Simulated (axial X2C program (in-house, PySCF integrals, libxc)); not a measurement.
# LiCs⁻: properties at the nuclei

Computed with an axial X2C code built on PySCF integrals: two-component X2C with atomic mean-field Coulomb and Gaunt terms, Gaussian nuclei, basis Cs dyall-acv3z, Li dyall-av3z with contracted cores.

R = 4.155 Å (near the PBE0 minimum at charge -1 of the determinant lowest at the starting distance; the state shown can have its own minimum elsewhere).

Determinant lowest in the PBE0 search, Ω = 1/2 (⟨Sz⟩ = 0.50, ⟨Lz⟩ = 0.00 at PBE0), spin on the atoms Cs 0.34, Li 0.16:

| level | Eeff magnitude (GV/cm) | Ws magnitude Cs (kHz) | A∥/gI Cs (MHz) | qzz Cs (a.u.) | A∥/gI Li (MHz) | qzz Li (a.u.) |
| --- | --- | --- | --- | --- | --- | --- |
| PBE0 | 3.45 | 4.37 | 598 | -0.56 | 33 | 0.00 |
| HF | 5.22 | 6.71 | 142 | -0.88 | 10.4 | -0.01 |
| TPSSh | 3.17 | 4.01 | 494 | -0.58 | 35 | 0.00 |
| BP86 | 3.08 | 3.88 | 781 | -0.48 | 39 | 0.00 |
| PBE50 | 3.88 | 4.94 | 576 | -0.62 | 29.3 | 0.00 |

Determinant 0.87 eV from it at PBE0 and this distance, Ω = 3/2 (⟨Sz⟩ = 1.50, ⟨Lz⟩ = 0.00 at PBE0), spin on the atoms Cs 1.25, Li 0.25:

| level | Eeff magnitude (GV/cm) | Ws magnitude Cs (kHz) | A∥/gI Cs (MHz) | qzz Cs (a.u.) | A∥/gI Li (MHz) | qzz Li (a.u.) |
| --- | --- | --- | --- | --- | --- | --- |
| PBE0 | 0.748 | 0.355 | 797 | -0.78 | 47 | -0.02 |
| TPSSh | 0.532 | 0.265 | 736 | -0.74 | 48.3 | -0.02 |

Eeff is the effective electric field on the electron electric dipole moment in this Ω state and Ws the scalar–pseudoscalar constant of the nucleus named (defined with the proton number Z and per Ω); A∥ (defined per Ω) follows by multiplying with gI = μI/(I μN); qzz is the electric field gradient, eQq0 = 234.96 MHz × Q/barn × qzz. The operators were transformed with the bare-nucleus X2C matrices; with these basis sets, hyperfine constants and field gradients can be off by tens of per cent, and where levels differ in sign neither size nor sign is settled.

Question: With Q(133Cs) = -0.00343 barn (Q from Pyykkö, Mol. Phys. 2018), turn the PBE0 values of the first state into constants in MHz.

Answer: eQq0(133Cs) = 234.96 × (-0.00343) × (-0.56) = 0.451 MHz.

Each state is one determinant with collinear spin, which with several unpaired electrons need not be a pure state. Unrestricted Hartree–Fock can overshoot spin polarisation at the nuclei. For an anion, determinants above electron detachment, or with a positive highest level, are held by the basis set. With several open shells hyperfine constants can be off by a factor of several. Left out as unconverged or as another state under the same occupation: BP86, HF, PBE50 in at least one table. States lie within half an eV, so the first need not be the ground state. Further determinants of the search, some of them spin-mixed, are not shown. Where a field gradient or hyperfine factor spreads by more than a factor of two over the levels, a constant derived from it is not to be relied on. PBE0 term energies can be off by some tenths of an eV.
